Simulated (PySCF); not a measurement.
BrClSe, SMILES Cl[Se]Br (PBE0/def2-SVP optimised geometry):

```
3

Se    -0.925    -1.062     0.000
Cl    -1.388     1.062     0.000
Br     1.388    -1.062     0.000
```

Level of theory: PBE0/def2-TZVP run with PySCF.

Q: What are the frontier orbital energies and the dipole moment?

A: HOMO-2 -9.34 eV, HOMO-1 -9.03 eV, HOMO -6.97 eV, LUMO -2.94 eV, LUMO+1 -2.47 eV; dipole moment 0.89 D.

Meta-Löwdin charges at PBE0/def2-TZVP: Se1 0.29, Cl2 -0.18, Br3 -0.11.
